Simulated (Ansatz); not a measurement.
H4Si2 (SMILES [SiH][SiH3]) moved off its minimum; all values from Ansatz (an electronic-structure program), cores frozen in correlated methods.
(charge 0, multiplicity 1)
```xyz
6

Si     0.0002     1.0337     0.8520
H     -0.4735     1.8476    -0.3801
Si    -0.0080    -0.8855    -0.6107
H      0.9851    -0.6804    -1.7016
H     -1.2793    -1.0844    -1.1741
H      0.4354    -2.1434     0.0828
```

| level | largest force (eV/Å) | on atom | rms difference from CCSD(T)/aug-cc-pV(T+d)Z (eV/Å) | dipole (D) |
|---|---|---|---|---|
| HF/def2-TZVPP | 2.17 | Si3 | 0.111 | 0.30 |
| PBE/def2-TZVPP | 2.15 | Si3 | 0.147 | 0.30 |
| r2SCAN/def2-TZVPP | 2.14 | Si3 | 0.056 | 0.29 |
| B3LYP/def2-TZVPP | 2.06 | Si3 | 0.020 | 0.36 |
| wB97M-V/def2-TZVPP | 2.07 | Si3 | 0.052 | 0.44 |
| MP2/aug-cc-pV(T+d)Z | 2.08 | Si3 | 0.058 | 0.34 |
| CCSD(T)/aug-cc-pV(T+d)Z | 2.08 | Si3 | 0.000 | 0.33 |

The differences count from one level among others, with limits of its own. Forces at CCSD(T)/aug-cc-pV(T+d)Z (eV/Å):

```
atom      Fx      Fy      Fz
----  ------  ------  ------
Si1   -0.136   0.081  -0.522
H2     0.106  -0.109   0.357
Si3    1.830  -0.040   0.992
H4    -0.043   0.119  -0.032
H5    -1.561  -0.252  -0.683
H6    -0.197   0.201  -0.112
```

Doubts at one or more of the structures used: a restricted determinant that unrestricted orbitals would lower (MP2/aug-cc-pV(T+d)Z, CCSD(T)/aug-cc-pV(T+d)Z).
